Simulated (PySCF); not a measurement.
# Mayer bond orders and bond lengths

CH₁₁ClSi₄.
Numbering: `[SiH3:1][SiH2:2][Si@H:3]([SiH3:4])[CH2:5][Cl:6]` (hydrogens: H7, H8, H9 on Si1; H10, H11 on Si2; H12 on Si3; H13, H14, H15 on Si4; H16, H17 on C5)

Cartesian coordinates in Å at the GFN2-xTB level; atoms count from 1:
```xyz
17
CH11ClSi4 angstrom
Si    -2.8561   -0.4304    0.6770
Si    -1.0145   -1.2890   -0.4422
Si     0.8122    0.1166   -0.8172
Si     2.8901   -0.4302    0.0782
C      0.3275    1.8371   -0.0960
Cl    -0.0122    1.6468    1.6493
H     -4.0923   -1.1711    0.4054
H     -2.6678   -0.4460    2.1270
H     -3.1193    0.9552    0.2765
H     -0.4927   -2.4673    0.2752
H     -1.4242   -1.8567   -1.7397
H      0.9554    0.4504   -2.2546
H      3.9908   -0.2826   -0.8795
H      2.8973   -1.8316    0.5072
H      3.2496    0.3809    1.2429
H      1.1213    2.5753   -0.1787
H     -0.5723    2.2548   -0.5419
```

Bond orders from the PBE0/pcSseg-1 density (PySCF). Isolated species at its GFN2-xTB geometry (one conformer only). GFN2-xTB frequencies show an imaginary mode (28i cm⁻¹), so this geometry is no minimum at that level.

(1) How far do the computed orders between heavy atoms stray from the drawn ones?

(2) Set the Mayer orders of the bonds beside their lengths.

Results:

(1) The largest departure is 0.159, at Si3–C5 (drawn single, 0.841). Drawn single, order below 0.88: Si2–Si3 (0.851), Si3–Si4 (0.878) and Si3–C5 (0.841).

(2) 
| bond | drawn as | length (Å) | Mayer order |
| --- | --- | --- | --- |
| Si1–Si2 | single | 2.320 | 0.898 |
| Si2–Si3 | single | 2.335 | 0.851 |
| Si3–Si4 | single | 2.328 | 0.878 |
| Si3–C5 | single | 1.927 | 0.841 |
| C5–Cl6 | single | 1.788 | 0.948 |
| Si1–H7 | single | 1.467 | 0.931 |
| Si1–H8 | single | 1.462 | 0.935 |
| Si1–H9 | single | 1.466 | 0.929 |
| Si2–H10 | single | 1.475 | 0.932 |
| Si2–H11 | single | 1.474 | 0.926 |
| Si3–H12 | single | 1.483 | 0.940 |
| Si4–H13 | single | 1.466 | 0.932 |
| Si4–H14 | single | 1.466 | 0.941 |
| Si4–H15 | single | 1.464 | 0.941 |
| C5–H16 | single | 1.087 | 0.937 |
| C5–H17 | single | 1.088 | 0.934 |

By pair of heavy elements: Si–Si: lowest Si2–Si3 (0.851, 2.335 Å), highest Si1–Si2 (0.898, 2.320 Å).

Task: Sum the orders of all bonds at each heavy atom with more than one neighbour and set the sums beside the valence in the SMILES.

Result: Si1 3.693 (drawn 4), Si2 3.607 (drawn 4), Si3 3.510 (drawn 4), Si4 3.692 (drawn 4), C5 3.660 (drawn 4). Orders between atoms that aren't bonded are not in these sums.

The Mayer order sums products of elements of PS (density times overlap matrix) between the two atoms' basis functions, so it depends on the basis set.

The run behind these numbers computed NMR shieldings as well. Hardware: an Intel Xeon at 2.50 GHz with one thread (shared host). Cost: 96 s wall, 77 s CPU, 0.90 GiB resident at most.
